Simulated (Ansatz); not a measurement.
H9NSi2Sn, SMILES `N[SiH]([SiH3])[SnH3]`. The species carries charge 0 and has multiplicity 1. Sn: def2 effective core potential.

Z-matrix (Å, degrees):
```
Si
Si 1 2.350
Sn 1 2.568 2 109.3
N 1 1.732 2 115.9 3 -121.7
H 1 1.491 2 107.6 3 118.3
H 2 1.490 1 110.7 3 -61.1
H 2 1.490 1 110.0 3 58.5
H 2 1.491 1 111.5 3 178.1
H 3 1.712 1 109.7 2 -79.2
H 3 1.708 1 112.2 2 161.2
H 3 1.709 1 111.4 2 39.7
H 4 1.008 1 119.0 2 70.7
H 4 1.009 1 119.0 2 -69.0
```

Task: What are the harmonic wavenumbers in cm⁻¹ at PBE0-D4/def2-TZVP (Ansatz, finite differences of forces, unscaled)? (An estimate is asked.)

Result: Computed: 50, 74, 97, 130, 151, 180, 284, 351, 369, 410, 439, 498, 513, 645, 686, 730, 732, 764, 834, 877, 906, 933, 941, 1583, 1921, 1933, 1936, 2192, 2200, 2209, 2214, 3588, 3682.

Task: Is this a minimum?

Result: Yes, all 33 modes are real.

Task: Give the ideal-gas thermochemistry at 298.15 K and 1 bar (rigid rotor, harmonic oscillator; point group C1, symmetry number 1).

Result: Zero-point energy 209.6 kJ/mol; H(298) − E = 238.6 kJ/mol; entropy 419.8 J/(mol·K), of which translation 174.8, rotation 122.2, vibration 122.7; G(298) − E = 113.5 kJ/mol. Modes under 100 cm⁻¹ are hindered rotations or soft bends, so the harmonic entropy is rough.
